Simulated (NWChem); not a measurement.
WN₂H₄SO; SMILES [NH]=[W]([NH2])([OH])=[S]

```xyz
9

W     -0.0126    -0.1442     0.0201
N      0.1381    -0.7490     1.6483
H      0.2096    -0.6415     2.6567
S     -0.0245     2.0057    -0.0399
O     -1.5981    -0.8228    -0.7660
H     -2.1523    -1.5125    -0.3868
N      1.5636    -0.7971    -0.8953
H      2.1963    -1.4995    -0.5258
H      1.9416    -0.3633    -1.7337
```
Atoms are numbered in this order, from 1.

Results from NWChem. All runs use the structure optimised with PBE0/def2-SVP. No frequency run checked for a minimum. def2 effective core potentials on W; no spin-orbit coupling. Total energies compare along this basis series because the functional is fixed.

```
level           basis functions  energy (Ha)  highest occupied level (eV)  orbital gap (eV)  dipole (D)  relative time
--------------  ---------------  -----------  ---------------------------  ----------------  ----------  -------------
PBE/def2-SVP                112    -651.9807                        -5.83              3.72        3.86              1
PBE/def2-SVPD               157    -652.0070                        -6.05              3.60        3.68              2
PBE/def2-TZVP               194    -652.3595                        -5.92              3.66        3.65              3
PBE/def2-TZVPD              239    -652.3632                        -6.01              3.62        3.58              5
PBE/def2-TZVPP              247    -652.3677                        -5.93              3.66        3.62              5
```

Times are rough ratios from one shared machine.
